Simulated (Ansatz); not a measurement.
`N=C1S[SiH]1Cl`, 7 atoms. The species carries charge 0 and has multiplicity 1. All runs use 2 threads of an Intel Xeon 6975P-C on a shared host. Correlated methods freeze the cores.

**Question.** Give the basis size and wall time and peak host memory of each of these runs in Ansatz. RKS ωB97M-V/def2-QZVPP energy; RKS revPBE-D4/def2-TZVPP energy; direct RPA on PBE orbitals/def2-TZVPP energy; RHF-CCSD(T)/def2-SVP energy; RKS PBE0-D4/def2-QZVPP energy; RHF-CCSD(T)/def2-TZVPP energy; RKS PBE0-D4/def2-SVP energy; RKS PBE0-D4/def2-TZVP relaxation (7 steps); RKS BLYP-D4/def2-TZVPP energy; RKS ωB97M-V/def2-SVP energy; RKS PBE0-D4/def2-TZVP frequencies; RKS LC-ωPBE/def2-TZVPP energy. (Best estimate.)

**Answer.** Ansatz gave: Other jobs shared the machine, so times are rough.

```csv
level,job,functions,wall time,peak host memory (GiB)
RKS PBE0-D4/def2-SVP,energy,92,1.1 s,0.4
RKS revPBE-D4/def2-TZVPP,energy,216,2.3 s,0.3
RKS BLYP-D4/def2-TZVPP,energy,216,2.4 s,0.3
RKS LC-ωPBE/def2-TZVPP,energy,216,3.2 s,0.4
RHF-CCSD(T)/def2-SVP,energy,92,3.3 s,0.4
RKS ωB97M-V/def2-SVP,energy,92,3.7 s,0.4
direct RPA on PBE orbitals/def2-TZVPP,energy,216,4.2 s,0.43
RKS PBE0-D4/def2-QZVPP,energy,384,8.5 s,1.2
RKS ωB97M-V/def2-QZVPP,energy,384,15 s,1.4
RKS PBE0-D4/def2-TZVP,relaxation (7 steps),185,37 s,0.51
RHF-CCSD(T)/def2-TZVPP,energy,216,49 s,3.2
RKS PBE0-D4/def2-TZVP,frequencies,185,100 s,0.53
```

LC-ωPBE has ω = 0.4 bohr⁻¹.
